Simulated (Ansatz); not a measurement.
A nudged elastic band was laid between two geometries of C2H8B2 (12 atoms, charge 0, multiplicity 1).

These are results of Ansatz, RKS r2SCAN-D4/def2-SVP, not measurements.

```yaml
movable_images: 7
climbing_image: yes
spring: 20.0 eV/Å²
optimiser: quadratic models (default)
start_path: IDPP
force_threshold: 0.03 eV/Å
iteration_limit: 60
end_points: relaxed
```

Initial state:

```xyz
12
Properties=species:S:1:pos:R:3
B -1.042 1.650 0.191
C 0.361 0.989 0.234
B 0.145 -0.554 0.432
C 0.523 -1.633 -0.632
H -1.737 1.664 1.181
H -1.481 2.128 -0.831
H 0.799 1.294 1.207
H 1.017 1.235 -0.614
H -0.363 -0.926 1.471
H 1.173 -2.402 -0.177
H -0.394 -2.187 -0.912
H 1.000 -1.257 -1.550
```

Final state:

```xyz
12
Properties=species:S:1:pos:R:3
B -0.660 1.850 0.196
C 0.484 0.833 0.447
B -0.137 -0.606 0.345
C 0.273 -1.646 -0.746
H -1.558 1.965 1.000
H -0.701 2.515 -0.814
H 0.721 0.918 1.529
H 1.372 0.970 -0.186
H -0.959 -0.931 1.178
H 0.874 -1.251 -1.579
H 0.884 -2.415 -0.230
H -0.594 -2.202 -1.140
```

What changes between the two ends?

No bond is made or broken. The dihedral C2–B3–C4–H12 goes from 2 to -139°.

Give the energies along the band, and the barrier.

The run converged. The highest image is number 4 of 0 to 8, 0.017 eV above the ends, which have the same energy within 2 meV. Another band between the same ends (7 images) ends at a top of the same energy, where a vibrational analysis finds 1 clearly imaginary mode.

```json
{"image": "0", "path coordinate (Å)": "0.00", "energy (eV)": "0.000", "dihedral C2–B3–C4–H12 (°)": "2"}
{"image": "1", "path coordinate (Å)": "0.46", "energy (eV)": "0.000", "dihedral C2–B3–C4–H12 (°)": "-11"}
{"image": "2", "path coordinate (Å)": "0.91", "energy (eV)": "0.003", "dihedral C2–B3–C4–H12 (°)": "-25"}
{"image": "3", "path coordinate (Å)": "1.37", "energy (eV)": "0.012", "dihedral C2–B3–C4–H12 (°)": "-41"}
{"image": "4", "path coordinate (Å)": "1.83", "energy (eV)": "0.017", "dihedral C2–B3–C4–H12 (°)": "-58"}
{"image": "5", "path coordinate (Å)": "2.36", "energy (eV)": "0.008", "dihedral C2–B3–C4–H12 (°)": "-78"}
{"image": "6", "path coordinate (Å)": "2.89", "energy (eV)": "0.000", "dihedral C2–B3–C4–H12 (°)": "-99"}
{"image": "7", "path coordinate (Å)": "3.41", "energy (eV)": "0.000", "dihedral C2–B3–C4–H12 (°)": "-119"}
{"image": "8", "path coordinate (Å)": "3.94", "energy (eV)": "0.000", "dihedral C2–B3–C4–H12 (°)": "-139"}
```

What is the geometry of the highest image?


```xyz
12
Properties=species:S:1:pos:R:3
B -0.650 1.837 0.170
C 0.488 0.813 0.412
B -0.154 -0.623 0.402
C 0.255 -1.684 -0.673
H -1.512 1.996 1.004
H -0.722 2.466 -0.862
H 0.767 0.925 1.482
H 1.359 0.911 -0.253
H -0.988 -0.874 1.248
H 1.349 -1.835 -0.663
H -0.238 -2.663 -0.590
H 0.046 -1.269 -1.678
```

Run time: 2.5 min on 2 threads of Arm Neoverse V1 (shared host), peak memory 0.14 GiB.
